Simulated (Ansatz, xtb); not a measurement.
## Relative energy of two isomers of C6H6B2

Structure I is `BC1=CC=CB1C#C`, a singlet and structure II is `BC1=CB(C#C)C=C1`, a singlet. Both are isolated molecules in the gas phase, relaxed with PBE0-D3(BJ)/def2-SVP; the shapes shown needn't be the lowest conformers.

I (Å):

```xyz
14

C     0.2257   -0.8066   -1.8438
C     1.4864   -1.3083   -1.9992
C     1.8521   -2.3440   -0.9925
C     0.8393   -2.5652   -0.1296
C    -1.6965   -1.4589    0.0551
C    -2.7983   -1.3474    0.5683
B    -0.3603    0.2660   -2.7640
B    -0.3333   -1.5944   -0.5842
H     0.3129    0.7026   -3.6748
H    -1.4820    0.6940   -2.6087
H     2.1849   -0.9945   -2.7847
H     2.8285   -2.8384   -0.9882
H     0.8843   -3.2826    0.6918
H    -3.7712   -1.2443    1.0158
```

II (Å):

```yaml
atoms:
  - { symbol: C, position_ang: [-0.7183, -0.5069, -1.8461] }
  - { symbol: C, position_ang: [0.3395, -1.3483, -1.9954] }
  - { symbol: C, position_ang: [1.7467, -2.9657, -0.2167] }
  - { symbol: C, position_ang: [2.6309, -3.7653, 0.0456] }
  - { symbol: C, position_ang: [-0.4103, -1.3283, 0.3881] }
  - { symbol: C, position_ang: [-1.1505, -0.5154, -0.3938] }
  - { symbol: B, position_ang: [-1.3432, 0.3048, -2.9985] }
  - { symbol: B, position_ang: [0.6549, -1.9749, -0.5533] }
  - { symbol: H, position_ang: [-0.8777, 0.1985, -4.1094] }
  - { symbol: H, position_ang: [-2.2856, 1.0422, -2.8154] }
  - { symbol: H, position_ang: [0.8327, -1.5152, -2.9560] }
  - { symbol: H, position_ang: [3.4095, -4.4701, 0.2791] }
  - { symbol: H, position_ang: [-0.5764, -1.4609, 1.4580] }
  - { symbol: H, position_ang: [-1.9925, 0.0992, -0.0560] }
```

Quicker runs give these differences E(II) − E(I): GFN2-xTB +1.0 kcal/mol; HF/STO-3G +1.2 kcal/mol (at GFN2-xTB geometries); r2SCAN-D4/def2-SVP +3.8 kcal/mol (at GFN2-xTB geometries).

Q: Estimate E(II) − E(I) at the level CCSD(T)/def2-SVP + ΔMP2/def2-TZVPP.

A: Calculated at CCSD(T)/def2-SVP + ΔMP2/def2-TZVPP: E(II) − E(I) = +2.7 kcal/mol, so structure I lies lower.

Level by level:

| level | geometry | E(II) − E(I) (kcal/mol) | departure from the last row (kcal/mol) | job, with rough time for the two |
| --- | --- | --- | --- | --- |
| GFN2-xTB | GFN2-xTB | +1.0 | −1.6 | optimisation, 0.21 s |
| HF/STO-3G | GFN2-xTB | +1.2 | −1.4 | single point, 0.42 s |
| r2SCAN-D4/def2-SVP | GFN2-xTB | +3.8 | +1.1 | single point, 3.3 s |
| PBE0-D3(BJ)/def2-SVP | PBE0-D3(BJ)/def2-SVP | +3.5 | +0.8 | optimisation, 60 s |
| HF/def2-SVP | PBE0-D3(BJ)/def2-SVP | +3.0 | +0.3 | part of the CCSD(T) run |
| MP2/def2-SVP | PBE0-D3(BJ)/def2-SVP | +3.1 | +0.5 | part of the CCSD(T) run |
| CCSD(T)/def2-SVP | PBE0-D3(BJ)/def2-SVP | +2.6 | −0.1 | single point |
| CCSD(T)/def2-SVP + ΔMP2/def2-TZVPP | PBE0-D3(BJ)/def2-SVP | +2.7 |  | single point, 70 s |

As drawn, both hold the same kinds of bond in the same numbers.

The levels shown agree on the order. The largest departure from CCSD(T)/def2-SVP + ΔMP2/def2-TZVPP is that of GFN2-xTB, 1.6 kcal/mol. The last row adds to CCSD(T) the change of the MP2 difference between the two basis sets, here +0.1 kcal/mol.

With thermal terms from frequencies at re-optimised GFN2-xTB minima (ideal gas, soft modes damped towards free rotors, one conformer each, 298.15 K, 1 atm): on the last row, ΔE + ΔZPE = +2.7, ΔH = +2.7, ΔG = +2.9 kcal/mol.

The correlated steps freeze 8 core orbitals. Run with Ansatz 0.2.0, xtb 6.7.1; the last row on 2 threads of Intel(R) Xeon(R) 6975P-C (Granite Rapids) on a shared host.
